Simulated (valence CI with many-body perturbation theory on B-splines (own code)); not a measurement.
Results of a calculation; reference values are marked as such.
## Assign the levels of K14+

Method: valence CI with perturbative core correlation (CI+MBPT): three valence electrons over a frozen Dirac-Fock core [He], radial functions for each j: 11 s, 11 p, 10 d, 8 f, 5 g, 2 h, with the one-electron correlation potential Σ1 (screened to all orders), the two-electron term Σ2, the three-electron term Σ3, Breit, model QED; selected single and double excitations, second order for the rest, scaled by the run's own slope (own B-spline code, finite nucleus).

No measured levels were compared; by estimate levels of excited configurations hold to 0.05 to 0.15 % of their energy, terms of the ground configuration to about 0.5 %.

| No. | J | Parity | E (eV) | g |
| --- | --- | --- | --- | --- |
| 1 | 1/2 | odd | 0.00 | 0.663 |
| 2 | 3/2 | odd | 3.60 | 1.332 |
| 3 | 1/2 | even | 30.75 | 2.663 |
| 4 | 3/2 | even | 32.14 | 1.732 |
| 5 | 5/2 | even | 33.95 | 1.596 |
| 6 | 3/2 | even | 55.06 | 0.802 |
| 7 | 5/2 | even | 55.26 | 1.201 |
| 8 | 1/2 | even | 68.59 | 1.646 |
| 9 | 1/2 | even | 72.98 | 1.023 |
| 10 | 3/2 | even | 74.32 | 1.328 |
| 11 | 3/2 | odd | 96.09 | 1.993 |
| 12 | 3/2 | odd | 108.42 | 0.820 |
| 13 | 5/2 | odd | 108.81 | 1.198 |
| 14 | 1/2 | odd | 121.46 | 0.663 |

Energies count from the lowest level. Strongly mixed levels and levels close to another of their J and parity are left out, so the numbers can have gaps.

Task: Give configuration and LS term of each level.

Result: 1: 2s²2p ²P°; 2: 2s²2p ²P°; 3: 2s2p² ⁴P; 4: 2s2p² ⁴P; 5: 2s2p² ⁴P; 6: 2s2p² ²D; 7: 2s2p² ²D; 8: 2s2p² ²S; 9: 2s2p² ²P; 10: 2s2p² ²P; 11: 2p³ ⁴S°; 12: 2p³ ²D°; 13: 2p³ ²D°; 14: 2p³ ²P°.
